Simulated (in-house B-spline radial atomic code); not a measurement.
Hg VII (Hg6+): [Xe] 4f14 5d6

Computed with an all-electron radial atomic-structure program (B-spline basis): Dirac-Kohn-Sham wB97X, spherical fractional occupations, Fermi nucleus of rms radius 5.4648 fm.

Effective charges: Z_r = [3n² - l(l+1)]/(2<r>) from the radius, Z_e = n√(-2ε) from the energy, and Slater's rules. Values are occupation-weighted means over j. An effective charge above Z reflects the relativistic contraction of the inner shells.

```json
{"shell": "1s", "electrons": "2", "ε (eV)": "-83195", "<r> (bohr)": "0.01659", "Z_r": "90.40", "Z_e": "78.20", "Slater": "79.70"}
{"shell": "2s", "electrons": "2", "ε (eV)": "-14836", "<r> (bohr)": "0.06925", "Z_r": "86.64", "Z_e": "66.04", "Slater": "75.85"}
{"shell": "2p", "electrons": "6", "ε (eV)": "-12938", "<r> (bohr)": "0.06271", "Z_r": "79.73", "Z_e": "61.67", "Slater": "75.85"}
{"shell": "3s", "electrons": "2", "ε (eV)": "-3601.8", "<r> (bohr)": "0.1801", "Z_r": "74.97", "Z_e": "48.81", "Slater": "68.75"}
{"shell": "3p", "electrons": "6", "ε (eV)": "-3043.1", "<r> (bohr)": "0.181", "Z_r": "69.06", "Z_e": "44.87", "Slater": "68.75"}
{"shell": "3d", "electrons": "10", "ε (eV)": "-2395.8", "<r> (bohr)": "0.165", "Z_r": "63.63", "Z_e": "39.81", "Slater": "58.85"}
{"shell": "4s", "electrons": "2", "ε (eV)": "-869.48", "<r> (bohr)": "0.3991", "Z_r": "60.14", "Z_e": "31.98", "Slater": "52.25"}
{"shell": "4p", "electrons": "6", "ε (eV)": "-683.46", "<r> (bohr)": "0.4237", "Z_r": "54.29", "Z_e": "28.35", "Slater": "52.25"}
{"shell": "4d", "electrons": "10", "ε (eV)": "-446.61", "<r> (bohr)": "0.4487", "Z_r": "46.80", "Z_e": "22.92", "Slater": "40.85"}
{"shell": "5s", "electrons": "2", "ε (eV)": "-210.94", "<r> (bohr)": "0.8936", "Z_r": "41.96", "Z_e": "19.69", "Slater": "22.35"}
{"shell": "4f", "electrons": "14", "ε (eV)": "-191.15", "<r> (bohr)": "0.4805", "Z_r": "37.46", "Z_e": "14.99", "Slater": "29.45"}
{"shell": "5p", "electrons": "6", "ε (eV)": "-158.36", "<r> (bohr)": "1.008", "Z_r": "36.22", "Z_e": "17.06", "Slater": "22.35"}
{"shell": "5d", "electrons": "6", "ε (eV)": "-90.122", "<r> (bohr)": "1.262", "Z_r": "27.34", "Z_e": "12.87", "Slater": "10.25"}
```

The least bound orbital is 5d5/2 at -89.12 eV, and it is also the most diffuse (<r> = 1.274 bohr).

Spin-orbit splittings of the orbital energies (j = l + 1/2 above j = l - 1/2 when positive): 2p 1948 eV, 3p 432.4 eV, 3d 92.55 eV, 4p 104.7 eV, 4d 19.58 eV, 4f 4.245 eV, 5p 19.45 eV, 5d 2.513 eV.

For the 1s electron the small component carries 9.25 % of the norm, the zero-frequency Breit interaction raises the level by 316.1 eV, self-energy by 203.2 eV, and vacuum polarisation lowers it by 42.07 eV.

Caution: exact exchange at fractional occupations of open shells leaves self-interaction of up to several eV.
